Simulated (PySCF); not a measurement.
CH₂Li₂, SMILES [Li][CH2][Li].

Coordinates come from a r2SCAN-D4/def2-TZVPD optimisation.

The numbers are results of PySCF with PBE0/def2-TZVPD, not measurements.

Symmetry labels are those of the subgroup C2v that the program uses (full group C2v).

List the valence orbital energies around the gap with their symmetry. (An estimate is asked for; the answer gives what the named calculation found.)


| orbital | symmetry | energy (eV) |
|---|---|---|
| HOMO−6 | A1 | -274.60 |
| HOMO−5 | A1 | -53.44 |
| HOMO−4 | B1 | -53.44 |
| HOMO−3 | A1 | -14.74 |
| HOMO−2 | B2 | -7.99 |
| HOMO−1 | A1 | -4.94 |
| HOMO | B1 | -3.34 |
| LUMO | A1 | -0.96 |
| LUMO+1 | B1 | -0.55 |
| LUMO+2 | A1 | 0.28 |
| LUMO+3 | B2 | 0.31 |
